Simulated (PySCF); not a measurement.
Fill in the blanks.

Species: C7H19NSi.
SMILES: `CC(C)[Si@@H](N)C(C)(C)C`

Conformer (atom-mapped SMILES and torsion angles): `[CH3:1][CH:2]([CH3:3])[Si@@H:4]([NH2:5])[C:6]([CH3:7])([CH3:8])[CH3:9]`: C1–C2–Si4–N5 -44°, C2–Si4–C6–C7 -55°, H–N5–Si4–C2 -39°, H–N5–Si4–C2 -174°.

| property | level | value |
| --- | --- | --- |
| point group | PBE0-D3(BJ)/def2-SVP | C1 |
| rotational constants A, B, C | PBE0-D3(BJ)/def2-SVP | ? |
| dipole moment | B3LYP/pcSseg-1 | 0.69 D |
| HOMO energy | B3LYP/pcSseg-1 | -6.79 eV |
| LUMO energy | B3LYP/pcSseg-1 | ? |
| 13C chemical shifts (computed TMS as zero) by class | GIAO B3LYP/pcSseg-1 | 27.7 (3 C), 22.5 (1 C), 20.0 (1 C), 19.7 (1 C), 14.4 (1 C) ppm |
| 1H chemical shifts (computed TMS as zero) by class | GIAO B3LYP/pcSseg-1 | 4.30 (1 H), 1.09 (3 H), 1.08 (3 H), 0.96 (9 H), 0.72 (1 H), -0.11 (2 H) ppm |
| isotropic shieldings of nuclei other than C and H, by class | GIAO B3LYP/pcSseg-1 | ? |

Electronic properties: PySCF, gas phase, density fitting. Geometry: PBE0-D3(BJ)/def2-SVP, one conformer, isolated molecule. NMR classes are plain means over equivalent atoms (diastereotopic ones count apart unless rotation or inversion swaps them), as if these changed places fast; in this geometry the members of some classes differ.

Task: What are the rotational constants A, B, C?

Result: 1.906, 0.876, 0.829 GHz.

Task: Give the LUMO energy.

Result: 0.60 eV.

Task: What are the isotropic shieldings of nuclei other than C and H, by class?

Result: 255 (1 N), 333 (1 Si) ppm.

The rotational constants make it an asymmetric top with κ = (2B − A − C)/(A − C) = -0.91, nearer the prolate limit (−1). With B = h/(8π²I), that is 505.379 GHz u Å² over I, the principal moments of inertia are 265.2, 576.6 and 609.7 u Å² (most abundant isotopes). The dipole matches unit charges of opposite sign 0.14 Å apart (1 e·Å = 4.8032 D).

For the NMR shielding job (B3LYP/pcSseg-1), the run took 1.9 min of wall time on an Arm Neoverse N1 with one thread, shared host with 64 logical CPUs at a one-minute load of 60, and the process peaked at 1.3 GiB of memory.
